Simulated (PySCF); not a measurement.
# Gas-phase XPS of GeH2Me(tBu), computed

Compound: GeH2Me(tBu), C5H14Ge.
Geometry (PBE0-D3(BJ)/def2-SVP, Å), atoms numbered from 1 in this order:
```
atom  x, y, z in Å
Ge1    0.892    0.986    0.630
H2     0.911    0.963    2.177
H3     2.355    0.962    0.126
C4     0.008    2.616    0.008
H5    -1.038    2.641    0.347
H6     0.023    2.670   -1.090
H7     0.521    3.505    0.403
C8    -0.037   -0.645   -0.017
C9     0.740   -1.868    0.471
C10   -0.082   -0.627   -1.544
C11   -1.455   -0.667    0.551
H12    0.250   -2.798    0.130
H13    1.772   -1.878    0.085
H14    0.793   -1.908    1.571
H15    0.928   -0.592   -1.984
H16   -0.647    0.237   -1.929
H17   -0.577   -1.538   -1.926
H18   -2.045    0.204    0.224
H19   -1.455   -0.679    1.653
H20   -1.993   -1.571    0.212
```

Method: delta-SCF UKS SCAN, pcX-2 on the ionised atom, pcseg-1 elsewhere, spin-free X2C (PySCF 2.14.0). Binding energies are ΔSCF values: E(core-ionised, relaxed orbitals) − E(ground state) at a fixed geometry, referred to the vacuum level.

**Question.** List the computed XPS lines with their assignment.

**Answer.** 
```csv
atom(s),bonded to,level,binding energy (eV),above the level's lowest (eV),count
C9/C10/C11,C and 3 H,C 1s,290.32,+0.27,3
C8,3 C and Ge,C 1s,290.07,+0.02,1
C4,3 H and Ge,C 1s,290.05,0.00,1
```

Lowest listed C 1s: C4, bonded to 3 H and Ge. Highest, 0.27 eV above it: C9/C10/C11, bonded to C and 3 H. The values 290.05 and 290.07 eV lie too close for their order to be trusted.

**Question.** Which photon energy gives electrons from C 1s of C8 a kinetic energy of 150 eV, and what is their de Broglie wavelength?

**Answer.** hν = 290.07 + 150 = 440.07 eV, recoil neglected; λ = 12.264 Å/√(E/eV) = 1.00 Å.

Topologically equivalent atoms share the value of their first member; where this conformer doesn't relate them by symmetry, their own values could differ. No level of germanium is listed. Isolated species at its PBE0-D3(BJ)/def2-SVP geometry, gas phase.
